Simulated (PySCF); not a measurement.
Stepwise substitution at one centre (Al CH3-NH2). All species are isolated molecules in the gas phase. Strings in code marks are SMILES.

Method: TPSSh-D3(BJ)/def2-TZVP // B3LYP-D3(BJ)/def2-TZVP in PySCF. All candidates: neutral, multiplicity 1. Excitations are Tamm–Dancoff values on a coarser integration grid. The basis has no diffuse functions, so Rydberg states are missing or too high.

```json
{
 "dipole_moment": "0.70 D",
 "HOMO–LUMO gap": "6.50 eV",
 "T1 excitation (TDA)": "5.35 eV"
}
```

Problem. Which member has these values?
(A) `[CH3][Al]([NH2])[NH2]`
(B) `[NH2][Al]([NH2])[NH2]`
(C) `[CH3][Al]([CH3])[CH3]`
(D) `[CH3][Al]([CH3])[NH2]`

Solution. D, `[CH3][Al]([CH3])[NH2]`. The others give `[CH3][Al]([NH2])[NH2]`: 0.66 D, 6.03 eV, 5.27 eV; `[CH3][Al]([CH3])[CH3]`: 0.00 D, 6.20 eV, 5.30 eV; `[NH2][Al]([NH2])[NH2]`: 0.00 D, 5.94 eV, 5.18 eV
